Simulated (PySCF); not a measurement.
```xyz
5
charge 0 multiplicity 1, angstrom
Se    0.0000    0.0000   -0.4086
Cl    0.0000    2.3282   -0.4809
Cl    0.0000   -2.3282   -0.4809
Cl    1.6883    0.0000    0.9489
Cl   -1.6883    0.0000    0.9489
```

Method: PBE0/[Se def2-SVP, Cl def2-SVP], no relativity, density fitting, PySCF.

This geometry of SeCl4 is a stationary point at this level.

Task: What is the point group?

Result: C2v.

Task: Is it a minimum?

Result: Yes: all harmonic wavenumbers are real.

Task: Which band is strongest in the infrared?

Result: 344 cm⁻¹ (b2), 282 km/mol.

Task: Give the ideal-gas entropy at 298.15 K and 1 bar by parts.

Result: translation 176.1, rotation 118.4, vibration 77.1, spin 0.0; total 371.6 J/(mol K).
